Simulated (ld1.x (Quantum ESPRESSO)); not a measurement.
# Al: one change to a TM potential, before and after

Al, norm-conserving Troullier–Martins (Kleinman–Bylander form), made with ld1.x (Quantum ESPRESSO) 7.5 (PBEsol, scalar-relativistic). Core [Ne], reference 3s2 3p0.5 (charge +0.5). Waves: 3s (bound): rc 2.10 bohr; 3p (bound): rc 2.00 bohr; 3d channel at 0.1 Ry: rc 1.75 bohr. Local part: the d channel. Core correction: Bessel-smoothed model core inside 1.20 bohr.

All-electron outer shells of the reference configuration (PBEsol, scalar-relativistic, ld1.x):

```tsv
shell	level (eV)	outermost node (bohr)	outermost maximum (bohr)
3s	-11.06	0.80	2.06
3p	-5.68	0.82	2.52
```

Change: local potential all-electron potential smoothed inside 1.65 bohr (lloc = -1).

Cutoffs: the cutoffs (Ry, on a coarse ladder) from which the occupation-weighted sum of valence levels, in a spherical-Bessel basis at the reference potential, stays within 10 and 1 mRy of its value at 400 Ry; they do not see the model core or the augmentation charge, which bear on the density cutoff. Errors are all-electron minus pseudo energies relative to the spin-unpolarised reference configuration.

Problem. How do hardness, ghosts and transferability respond?

Solution. The potential gets neither clearly harder nor softer (10 Ry and 30 Ry → 10 Ry and 30 Ry); of the 7 tests that both files solve, the error grows in 0 and shrinks in 3 by more than 15 % and 0.3 meV (median size 1.4 → 0.9 meV); the range in which the s phases agree widens (upper end 0.5 → 1.6); neither file shows a bound ghost.

| quantity | base | changed |
| --- | --- | --- |
| cutoff, loose | 10 Ry | 10 Ry |
| cutoff, tight | 30 Ry | 30 Ry |
| bound ghosts | none | none |
| error for 3s2 3p1, meV [ΔE -2.07 eV] | +0.7 | +0.5 |
| error for 3s2 3p0, meV [ΔE 3.66 eV] | +1.2 | +0.7 |
| error for 3s1 3p0, meV [ΔE 22.83 eV] | +20 | +9.6 |
| error for 3s1 3p2, meV [ΔE 3.05 eV] | -3.3 | -3.5 |
| error for 3s0 3p3, meV [ΔE 8.33 eV] | -13 | -13 |
| error for 3s1 3p1, meV [ΔE 9.45 eV] | +1.4 | -0.5 |
| error for 3s2 3p1.3, meV [ΔE -2.64 eV] | +1.2 | +0.9 |
| s: phases at 2.29 bohr within 0.05 rad from the reference energy up to (Ry; the scan ends near 5) | 0.5 | 1.6 |
| p: phases at 2.29 bohr within 0.05 rad from the reference energy up to (Ry; the scan ends near 5) | 2.0 | 2.6 |
| d: phases at 2.29 bohr within 0.05 rad from the reference energy up to (Ry; the scan ends near 5) | 5.0 | 4.9 |
